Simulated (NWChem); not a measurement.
Molecule: WN3H5O; SMILES [NH]=[W]([NH2])([OH])=[NH]

```xyz
10

W     -0.0228    -0.0120     0.0000
N     -1.0007     0.0507    -1.4548
H     -1.8419     0.0901    -2.0195
N     -1.0031     0.0546     1.4530
H     -1.8444     0.0948     2.0175
O      1.0335    -1.6023     0.0028
H      0.7420    -2.5177    -0.0024
N      1.1064     1.5813    -0.0009
H      1.3226     2.1173     0.8339
H      1.3250     2.1146    -0.8368
```
Atoms are numbered in this order, from 1.

Results from NWChem. Medium grid unless said otherwise, to which SCAN and Minnesota functionals are sensitive. Structure relaxed at the PBE0/def2-SVP level. No frequency run checked for a minimum. def2 effective core potentials on W; no spin-orbit coupling. B3LYP is NWChem's, with the RPA form of VWN correlation. Total energies of different functionals are on different scales.

```csv
level,energy (Ha),highest occupied level (eV),orbital gap (eV),dipole (D)
B3LYP/def2-SVP,-309.5308,-6.88,6.43,1.12
PBE/def2-SVP,-309.2938,?,4.74,1.02
LRC-wPBEh/def2-SVP,-309.2651,-8.99,10.43,1.14
SCAN/def2-SVP,-309.4659,-6.08,5.13,1.06
revPBE/def2-SVP,-309.5228,-5.72,4.75,1.01
MN15-L/def2-SVP,-308.9574,-6.33,5.50,1.05
N12/def2-SVP,-309.5643,-5.65,4.71,1.09
B97-2/def2-SVP,-309.4868,-6.92,6.55,1.15
```

Problem. What belongs in the gaps?

Solution. 
- PBE/def2-SVP, highest occupied level (eV): -5.76
